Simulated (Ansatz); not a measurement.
Calculated with Ansatz (gas phase, PBE0-D4/def2-TZVP geometries, no zero-point term in ΔE). CCSD(T)/CBS is the MP2 limit (def2-TZVPP, def2-QZVPP) plus CCSD(T) − MP2 in def2-TZVPP, frozen cores. Functionals use def2-TZVPP. For Ge outer-core shells are correlated without core-valence functions, which leaves a few kJ/mol of doubt a bond. Scalar relativity is left out up to krypton. One conformer a species, not always the lowest.

`CCC(O)F` + `[CH3][Ge]([OH])([OH])[OH]` → `C[O][Ge]([CH3])([OH])[OH]` + `CC(O)F`  (substitution at a C–C bond)

`CCC(O)F`:

Z-matrix (Å, degrees):
```
C
C 1 1.518
H 1 1.091 2 111.0
H 1 1.091 2 110.8 3 -120.2
H 1 1.094 2 111.3 3 120.2
C 2 1.505 1 112.6 3 -60.7
H 2 1.094 1 111.0 3 59.7
H 2 1.093 1 110.9 3 178.9
F 6 1.390 2 109.1 1 -174.6
O 6 1.376 2 109.5 1 65.7
H 6 1.099 2 111.9 1 -58.5
H 10 0.961 6 109.1 2 -172.7
```

`[CH3][Ge]([OH])([OH])[OH]`:

Z-matrix (Å, degrees):
```
C
Ge 1 1.921
H 1 1.090 2 109.6
H 1 1.090 2 109.6 3 120.0
H 1 1.090 2 109.6 3 -120.0
O 2 1.773 1 111.5 3 -70.9
O 2 1.773 1 111.5 3 169.1
O 2 1.773 1 111.5 3 49.1
H 6 0.961 2 111.1 1 128.6
H 7 0.961 2 111.1 1 128.5
H 8 0.961 2 111.1 1 128.6
```

`C[O][Ge]([CH3])([OH])[OH]`:

Cartesian coordinates in Å:
```
C 1.413 -1.277 0.843
O 0.137 -0.740 1.105
Ge -0.728 0.164 -0.153
C 0.125 1.800 -0.698
O -2.309 0.407 0.596
O -0.899 -0.836 -1.603
H 2.169 -0.493 0.708
H 1.708 -1.885 1.702
H 1.415 -1.916 -0.048
H -0.555 2.363 -1.338
H 0.375 2.399 0.177
H 1.033 1.577 -1.259
H -2.343 -0.024 1.454
H -1.540 -1.541 -1.486
```

`CC(O)F`:

```xyz
9

C    -0.563   -0.791    0.332
C     0.368    0.349    0.047
O     0.240    0.720   -1.272
F     0.035    1.425    0.863
H    -1.582   -0.497    0.075
H    -0.283   -1.660   -0.264
H    -0.519   -1.053    1.389
H     1.410    0.112    0.301
H     0.895    1.395   -1.472
```

(1) Is it downhill or uphill in electronic energy at CCSD(T)/CBS, and by how much? (Best estimate.)

(2) What do these levels give: r2SCAN-D4, PBE0-D4, ωB97X-V, ωB97M-V, PBE, r2SCAN, PBE0, HF/def2-TZVPP, SCS-MP2/def2-TZVPP, CCSD(T)/def2-TZVPP, MP2/def2-QZVPP, SCS-MP2/def2-QZVPP? (Best estimate.)

Largest T1 diagnostic among the species: 0.011.

Answers

(1) Ansatz gave: Uphill: ΔE = +0.61 eV.

(2) Ansatz gave: r2SCAN-D4 0.56, PBE0-D4 0.58, ωB97X-V 0.55, ωB97M-V 0.58, PBE 0.56, r2SCAN 0.57, PBE0 0.59, HF/def2-TZVPP 0.50, SCS-MP2/def2-TZVPP 0.58, CCSD(T)/def2-TZVPP 0.58, MP2/def2-QZVPP 0.64, SCS-MP2/def2-QZVPP 0.59 eV.

In def2-TZVPP, CCSD(T) changes the Hartree–Fock value by +0.08 eV (the triples alone add +0.00 eV) and MP2 by +0.13 eV.
